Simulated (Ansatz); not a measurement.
Born–Oppenheimer molecular dynamics of CH₆GeS (9 atoms, charge 0, multiplicity 1). It starts at the highest image of a converged band, a first-order saddle point between two minima.

Computed with Ansatz, RKS B3LYP/def2-SVP.

- ensemble: NVE (velocity Verlet)
- time step: 0.5 fs
- steps asked: 200
- starting velocities drawn for: 300 K
- seed: 9167

First frame:

```xyz
9
Properties=species:S:1:pos:R:3
C -0.778 0.797 -0.977
Ge 0.102 -0.878 -0.379
S 0.537 -0.170 2.127
H -0.972 0.720 -2.059
H -0.135 1.669 -0.790
H -1.740 0.931 -0.462
H 1.596 -0.782 -0.834
H -0.187 -1.421 1.162
H 1.666 -0.913 2.195
```

(1) How far do the bonds stretch over the last three quarters of this one trajectory? (Pairs bonded in most of those frames.)

Answers

(1) 
| bond | mean (Å) | spread (Å) | shortest | longest |
| --- | --- | --- | --- | --- |
| C1–Ge2 | 1.972 | 0.024 | 1.94 | 2.01 |
| C1–H4 | 1.107 | 0.022 | 1.07 | 1.15 |
| C1–H5 | 1.105 | 0.014 | 1.07 | 1.13 |
| C1–H6 | 1.102 | 0.006 | 1.09 | 1.11 |
| Ge2–S3 | 2.305 | 0.165 | 2.08 | 2.56 |
| Ge2–H7 | 1.574 | 0.047 | 1.49 | 1.67 |
| Ge2–H8 | 1.611 | 0.103 | 1.44 | 1.81 |
| S3–H9 | 1.363 | 0.040 | 1.30 | 1.42 |

Mean temperature of the second half: 1303 K. The conserved energy stayed within 0.15 meV per atom of its start (net change 0.0086 meV per atom), so the integration is sound. The kinetic energy rose, since the run started high on the potential surface and went downhill. A run of 0.1 ps of so small a system gives no equilibrium averages. The orbitals stay closed-shell, which can raise the energy where a bond breaks towards radicals; this wasn't checked here.

The run took 4.3 min on 2 threads of AMD EPYC 9R14 (Zen 4), with other jobs on the host, peak memory 0.22 GiB.
